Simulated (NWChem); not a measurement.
All runs are NWChem calculations. System: BeF$_{2}$, charge 0, spin multiplicity 3, at the geometry of a parent with another charge or spin, in a state set for the comparison that need not be this species' ground state. Its SCF solution wasn't tested for a lower state. Level: UPBE/def2-TZVP.

The NWChem input:

```
start mol
memory heap 200 mb stack 900 mb global 1100 mb
geometry units angstroms nocenter noautoz
  Be     0.000000     0.000000     0.000000
  F      0.000000     0.000000     1.386504
  F      0.000000     0.000000    -1.386504
  symmetry group D2h
end
basis spherical
  * library def2-tzvp
end
dft
  xc xpbe96 cpbe96
  odft
  mult 3
  semidirect memsize 60000000 filesize 0
  iterations 100
end
task dft energy
```

Output (cleaned and shortened):

```
             Northwest Computational Chemistry Package (NWChem) 7.3.0
             --------------------------------------------------------

                                NWChem Input Module
                                -------------------

 Scaling coordinates for geometry "geometry" by  1.889725989
 (inverse scale =  0.529177249)

 Turning off AUTOSYM since
 SYMMETRY directive was detected!

                             Geometry "geometry" -> ""
                             -------------------------

 Output coordinates in angstroms (scale by  1.889725989 to convert to a.u.)

  No.       Tag          Charge          X              Y              Z
 ---- ---------------- ---------- -------------- -------------- --------------
    1 Be                   4.0000     0.00000000     0.00000000     0.00000000
    2 F                    9.0000     0.00000000     0.00000000     1.38650400
    3 F                    9.0000     0.00000000     0.00000000    -1.38650400

 Effective nuclear repulsion energy (a.u.)      42.9370852969

            Nuclear Dipole moment (a.u.)
            ----------------------------
        X                 Y               Z
 ---------------- ---------------- ----------------
     0.0000000000     0.0000000000     0.0000000000

      Symmetry information
      --------------------

 Group name             D2h
 Group number             26
 Group order               8
 No. of unique centers     2

      Symmetry unique atoms

     1    2


 Summary of "ao basis" -> "" (spherical)
 ------------------------------------------------------------------------------
       Tag                 Description            Shells   Functions and Types
 ---------------- ------------------------------  ------  ---------------------
 *                         def2-tzvp                  on all atoms

  pbe96 is a nonlocal functional; adding pw91lda local functional.

                                 NWChem DFT Module
                                 -----------------

 Summary of "ao basis" -> "ao basis" (spherical)
 ------------------------------------------------------------------------------
       Tag                 Description            Shells   Functions and Types
 ---------------- ------------------------------  ------  ---------------------
 Be                        def2-tzvp                 9       19   5s3p1d
 F                         def2-tzvp                11       31   5s3p2d1f

 Summary of "ao basis" -> "ao basis" (spherical)
 ------------------------------------------------------------------------------
       Tag                 Description            Shells   Functions and Types
 ---------------- ------------------------------  ------  ---------------------
 Be                        def2-tzvp                 9       19   5s3p1d
 F                         def2-tzvp                11       31   5s3p2d1f

      Symmetry analysis of basis
      --------------------------

        ag         21
        au          3
        b1g         4
        b1u        17
        b2g         8
        b2u        10
        b3g         8
        b3u        10

            General Information
            -------------------
          SCF calculation type: DFT
          Wavefunction type:  spin polarized.
          No. of atoms     :     3
          No. of electrons :    22
           Alpha electrons :    12
            Beta electrons :    10
          Charge           :     0
          Spin multiplicity:     3
          Use of symmetry is: on ; symmetry adaption is: on
          Maximum number of iterations: 100
          AO basis - number of functions:    81
                     number of shells:    31
          Convergence on energy requested:  1.00D-06
          Convergence on density requested:  1.00D-05
          Convergence on gradient requested:  5.00D-04

              XC Information
              --------------
          PerdewBurkeErnzerhof Exchange Functional  1.000
            Perdew 1991 LDA Correlation Functional  1.000 local
           PerdewBurkeErnz. Correlation Functional  1.000 non-local

             Grid Information
             ----------------
          Grid used for XC integration:  medium
          Radial quadrature: Mura-Knowles
          Angular quadrature: Lebedev.
          Tag              B.-S. Rad. Rad. Pts. Rad. Cut. Ang. Pts.
          ---              ---------- --------- --------- ---------
          Be                  1.05       49           8.0       434
          F                   0.50       49           8.0       434
          Grid pruning is: on
          Number of quadrature shells:    98
          Spatial weights used:  Erf1

          Convergence Information
          -----------------------
          Convergence aids based upon iterative change in
          total energy or number of iterations.
          Levelshifting, if invoked, occurs when the
          HOMO/LUMO gap drops below (HL_TOL):  1.00D-02
          DIIS, if invoked, will attempt to extrapolate
          using up to (NFOCK): 10 stored Fock matrices.

                    Damping( 0%)  Levelshifting(0.5)       DIIS
                  --------------- ------------------- ---------------
          dE  on:    start            ASAP                start
          dE off:    2 iters        100 iters           100 iters

      Screening Tolerance Information
      -------------------------------
          Density screening/tol_rho:  1.00D-10
          AO Gaussian exp screening on grid/accAOfunc:  14
          CD Gaussian exp screening on grid/accCDfunc:  20
          XC Gaussian exp screening on grid/accXCfunc:  20
[...]
   Bfn.  Coefficient  Atom+Function         Bfn.  Coefficient  Atom+Function
  ----- ------------  ---------------      ----- ------------  ---------------
    26      0.348104  2 F  py                57      0.348104  3 F  py
    29      0.284022  2 F  py                60      0.284022  3 F  py
     7     -0.160211  1 Be py                32      0.155606  2 F  py
    63      0.155606  3 F  py

 Vector   11  Occ=1.000000D+00  E=-4.655773D-01  Symmetry=b3g
              MO Center= -1.0D-16,  3.2D-15, -4.8D-13, r^2= 2.3D+00
   Bfn.  Coefficient  Atom+Function         Bfn.  Coefficient  Atom+Function
  ----- ------------  ---------------      ----- ------------  ---------------
    26      0.365744  2 F  py                57     -0.365744  3 F  py
    29      0.296962  2 F  py                60     -0.296962  3 F  py
    32      0.160243  2 F  py                63     -0.160243  3 F  py
    16      0.058225  1 Be d -1

 Vector   12  Occ=1.000000D+00  E=-1.119932D-01  Symmetry=ag
              MO Center= -2.8D-15, -4.3D-15, -2.4D-15, r^2= 4.5D+00
   Bfn.  Coefficient  Atom+Function         Bfn.  Coefficient  Atom+Function
  ----- ------------  ---------------      ----- ------------  ---------------
     5      0.635596  1 Be s                  4      0.271037  1 Be s
    17     -0.225490  1 Be d  0              23     -0.154751  2 F  s
    54     -0.154751  3 F  s                  3      0.148501  1 Be s
     2     -0.111607  1 Be s                 27      0.098934  2 F  pz
    58     -0.098934  3 F  pz                30      0.096971  2 F  pz

 Vector   13  Occ=0.000000D+00  E=-6.400070D-02  Symmetry=b3u
              MO Center= -2.8D-16,  4.3D-31,  2.7D-17, r^2= 3.5D+00
   Bfn.  Coefficient  Atom+Function         Bfn.  Coefficient  Atom+Function
  ----- ------------  ---------------      ----- ------------  ---------------
    12      0.655838  1 Be px                 6     -0.582173  1 Be px
    25     -0.157346  2 F  px                56     -0.157346  3 F  px
    31     -0.155740  2 F  px                62     -0.155740  3 F  px
    28     -0.119638  2 F  px                59     -0.119638  3 F  px
     9      0.031742  1 Be px

 Vector   14  Occ=0.000000D+00  E=-5.428144D-02  Symmetry=b2u
              MO Center=  1.1D-16,  7.7D-15, -2.4D-17, r^2= 3.5D+00
   Bfn.  Coefficient  Atom+Function         Bfn.  Coefficient  Atom+Function
  ----- ------------  ---------------      ----- ------------  ---------------
    13      0.672569  1 Be py                 7     -0.570844  1 Be py
    32     -0.171059  2 F  py                63     -0.171059  3 F  py
    26     -0.163783  2 F  py                57     -0.163783  3 F  py
    29     -0.124350  2 F  py                60     -0.124350  3 F  py
    10      0.031141  1 Be py

 Vector   15  Occ=0.000000D+00  E= 3.839802D-02  Symmetry=ag
              MO Center=  8.2D-17, -8.3D-15,  2.4D-17, r^2= 1.2D+01
   Bfn.  Coefficient  Atom+Function         Bfn.  Coefficient  Atom+Function
  ----- ------------  ---------------      ----- ------------  ---------------
     4      3.111677  1 Be s                  5     -2.474868  1 Be s
    24     -0.680587  2 F  s                 55     -0.680587  3 F  s
    17      0.250326  1 Be d  0              33      0.248319  2 F  pz
    64     -0.248319  3 F  pz                 3      0.187963  1 Be s
     2     -0.113821  1 Be s                 27      0.107734  2 F  pz

                     DFT Final Beta Molecular Orbital Analysis
                     -----------------------------------------

 Vector    8  Occ=1.000000D+00  E=-4.669383D-01  Symmetry=b2u
              MO Center=  5.7D-32,  7.3D-16, -7.9D-17, r^2= 2.3D+00
   Bfn.  Coefficient  Atom+Function         Bfn.  Coefficient  Atom+Function
  ----- ------------  ---------------      ----- ------------  ---------------
    26      0.348056  2 F  py                57      0.348056  3 F  py
    29      0.285204  2 F  py                60      0.285204  3 F  py
    32      0.161948  2 F  py                63      0.161948  3 F  py
     7     -0.147873  1 Be py

 Vector    9  Occ=1.000000D+00  E=-4.582750D-01  Symmetry=b3u
              MO Center=  5.1D-15, -6.6D-17,  8.7D-15, r^2= 2.3D+00
   Bfn.  Coefficient  Atom+Function         Bfn.  Coefficient  Atom+Function
  ----- ------------  ---------------      ----- ------------  ---------------
    25      0.343363  2 F  px                56      0.343363  3 F  px
    28      0.284675  2 F  px                59      0.284675  3 F  px
    31      0.163579  2 F  px                62      0.163579  3 F  px
     6     -0.155227  1 Be px

 Vector   10  Occ=1.000000D+00  E=-4.501638D-01  Symmetry=b3g
              MO Center= -1.5D-16,  5.2D-16,  1.6D-16, r^2= 2.3D+00
   Bfn.  Coefficient  Atom+Function         Bfn.  Coefficient  Atom+Function
  ----- ------------  ---------------      ----- ------------  ---------------
    26      0.363972  2 F  py                57     -0.363972  3 F  py
    29      0.296771  2 F  py                60     -0.296771  3 F  py
    32      0.165108  2 F  py                63     -0.165108  3 F  py
    16      0.054376  1 Be d -1

 Vector   11  Occ=0.000000D+00  E=-4.404358D-01  Symmetry=b2g
              MO Center=  1.3D-15,  2.8D-17, -4.8D-15, r^2= 2.3D+00
   Bfn.  Coefficient  Atom+Function         Bfn.  Coefficient  Atom+Function
  ----- ------------  ---------------      ----- ------------  ---------------
    25      0.360315  2 F  px                56     -0.360315  3 F  px
    28      0.297113  2 F  px                59     -0.297113  3 F  px
    31      0.167868  2 F  px                62     -0.167868  3 F  px
    18     -0.056440  1 Be d  1

 Vector   12  Occ=0.000000D+00  E=-6.880599D-02  Symmetry=ag
              MO Center= -2.7D-15, -4.0D-29, -4.7D-17, r^2= 4.7D+00
   Bfn.  Coefficient  Atom+Function         Bfn.  Coefficient  Atom+Function
  ----- ------------  ---------------      ----- ------------  ---------------
     5      0.639566  1 Be s                  4      0.357963  1 Be s
     3      0.197244  1 Be s                 23     -0.167248  2 F  s
    54     -0.167248  3 F  s                 17     -0.117289  1 Be d  0
     2     -0.114485  1 Be s                 30      0.093867  2 F  pz
    61     -0.093867  3 F  pz                27      0.090549  2 F  pz

 Vector   13  Occ=0.000000D+00  E=-1.268927D-02  Symmetry=b3u
              MO Center=  6.0D-15, -8.6D-16, -1.3D-15, r^2= 3.4D+00
   Bfn.  Coefficient  Atom+Function         Bfn.  Coefficient  Atom+Function
  ----- ------------  ---------------      ----- ------------  ---------------
    12      0.646184  1 Be px                 6     -0.584098  1 Be px
    25     -0.165108  2 F  px                56     -0.165108  3 F  px
    31     -0.156663  2 F  px                62     -0.156663  3 F  px
    28     -0.132042  2 F  px                59     -0.132042  3 F  px
     9      0.033362  1 Be px

   alpha - beta orbital overlaps
   -----------------------------

   alpha      1      2      3      4      5      6      7      8      9     10
    beta      1      2      3      4      5      6      9      7     11      8
 overlap   1.000  1.000  1.000  1.000  1.000  1.000  0.999  1.000  1.000  1.000

   alpha     11     12     13     14     15     16     17     18     19     20
    beta     10     12     13     14     16     15     17     18     19     20
 overlap   1.000  0.999  1.000  1.000  1.000  1.000  1.000  1.000  1.000  0.995

   alpha     21     22     23     24     25     26     27     28     29     30
    beta     21     22     24     23     25     26     28     27     29     30
 overlap   0.993  0.998  1.000  0.999  0.999  0.999  1.000  1.000  1.000  0.999

   alpha     31     32     33     34     35     36     37     38     39     40
    beta     31     32     33     34     35     37     36     38     39     42
 overlap   0.999  1.000  1.000  1.000  1.000  0.999  1.000  1.000  1.000  1.000

   alpha     41     42     43     44     45     46     47     48     49     50
    beta     40     41     43     45     44     47     46     48     49     50
 overlap   0.999  1.000  1.000  1.000  1.000  1.000  1.000  1.000  1.000  1.000

   alpha     51     52     53     54     55     56     57     58     59     60
    beta     51     52     53     54     55     57     61     56     59     58
 overlap   1.000  1.000  1.000  0.999  0.975  0.962  0.853  0.844  0.994  1.000

   alpha     61     62     63     64     65     66     67     68     69     70
    beta     65     62     63     66     67     64     60     68     69     71
 overlap   0.904  1.000  0.975  0.962  0.853  0.844  0.904  0.994  0.999  0.999

   alpha     71     72     73     74     75     76     77     78     79     80
    beta     70     73     72     75     74     77     76     78     79     80
 overlap   1.000  0.996  1.000  1.000  1.000  1.000  1.000  0.997  0.999  1.000

   alpha     81
    beta     81
 overlap   1.000

     --------------------------
     Expectation value of S2:
     --------------------------
      <S2> =      2.0018 (Exact =     2.0000)

 center of mass
 --------------
 x =   0.00000000 y =   0.00000000 z =   0.00000000

 moments of inertia (a.u.)
 ------------------
         260.847661802334           0.000000000000           0.000000000000
           0.000000000000         260.847661802334           0.000000000000
           0.000000000000           0.000000000000           0.000000000000

     Multipole analysis of the density
     ---------------------------------

     L   x y z        total         alpha         beta         nuclear
     -   - - -        -----         -----         ----         -------
     0   0 0 0     -0.000000    -12.000000    -10.000000     22.000000

     1   1 0 0     -0.000000     -0.000000     -0.000000      0.000000
     1   0 1 0     -0.000000     -0.000000     -0.000000      0.000000
     1   0 0 1     -0.000000     -0.000000     -0.000000      0.000000

     2   2 0 0    -13.790352    -10.287606     -3.502746      0.000000
     2   1 1 0      0.000000     -0.000000      0.000000      0.000000
     2   1 0 1      0.000000      0.000000      0.000000      0.000000
     2   0 2 0    -14.370960    -10.226996     -4.143964      0.000000
     2   0 1 1      0.000000      0.000000      0.000000      0.000000
     2   0 0 2    -13.551894    -74.262272    -62.859446    123.569825

 Task  times  cpu:        1.0s     wall:        1.0s

 Total times  cpu:        1.0s     wall:        1.0s
```
